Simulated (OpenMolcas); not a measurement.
**Au+: effect of the IPEA shift**

| Quantity | Value |
| --- | --- |
| Program | OpenMolcas |
| Basis | ANO-RCC-VTZP [8s7p5d3f1g] |
| Scalar Hamiltonian | DKH2, point nucleus |
| Active space | 10 electrons in 6 orbitals (5d 6s) |
| State averaging | 2S+1 = 1 even, 6 roots; 2S+1 = 3 even, 5 roots kept (CI in the orbitals of an earlier block) |
| Spin-orbit coupling | state interaction with AMFI integrals over the reference wave functions, term energies averaged over their components |

Methods on the same reference wave functions:
A. CASSCF
B. SS-CASPT2, IPEA 0 Eh, imaginary shift 0.1 Eh (closed shells correlated: 5s 5p)
C. SS-CASPT2, IPEA 0.25 Eh, imaginary shift 0.1 Eh (closed shells correlated: 5s 5p)

Energies in cm⁻¹ above 5d¹⁰ ¹S₀, the measured ground level; measured values from NIST Handbook of Basic Atomic Spectroscopic Data.

| Level | A | B | C | Measured |
| --- | --- | --- | --- | --- |
| 5d¹⁰ ¹S₀ | 0.0 | 0.0 | 0.0 | 0.0 |
| 5d⁹ 6s ³D₃ | 9563 | 11310 | 12390 | 15040 |
| 5d⁹ 6s ³D₂ [57 %] | 12584 | 13540 | 14710 | 17641 |
| 5d⁹ 6s ³D₁ | 22057 | 23810 | 24890 | 27766 |
| 5d⁹ 6s ¹D₂ [57 %] | 25164 | 25690 | 26900 | 29621 |

Deviations, from unrounded energies. A percentage is the sum of absolute deviations over the sum of measured energies, with the sign that they share, or ± where signs differ.

| Against measurement | Levels | A | B | C |
| --- | --- | --- | --- | --- |
| mean absolute deviation (cm-1) | 4 | 5200 | 3900 | 2800 |
| other configurations (%) | 4 | -23.0 | -17.5 | -12.4 |

C lies closest to measurement on these levels and A furthest from it. The largest miss of C in the table is 5d⁹ 6s ³D₂ [57 %], by -2900 cm-1. The ranking rests on the paired levels alone, and a cruder setting can come out closer through cancelling errors.

Between B and C the level of the table that moves most is 5d⁹ 6s ¹D₂ [57 %], by 1200 cm-1 (lowest in B, highest in C). Moves below CASPT2's spread within the term are not significant.

The lowest spin-free term lies below A's lowest term by 0.534 hartree in B, 0.533 hartree in C.

CASPT2 does not keep the components of a term degenerate, so their means are used; among the terms shown or strongly mixed into the levels shown the widest spread is 52 cm-1 (5d⁹ 6s ¹D, C). Terms from blocks run as CI alone lack orbitals of their own. A single d shell beside an s shell can misplace configurations of different d count against each other. Without dynamic correlation excited terms often stand tens of per cent too high (terms of higher spin than the ground term too low), and those without a measured partner can miss by more than the paired ones (holds for A). Computed and measured levels are paired by configuration, term and J; levels that our copy of the source lacks, or whose pairing is in doubt (as where it misses far off the trend of its configuration), stay unpaired and out of the deviations. Where the source uses jj or jK labels, the order within each J decides. Levels of configurations outside the active space are missing.

A share in square brackets marks a mixed level and gives the weight of the term that names it, the lowest over the columns.
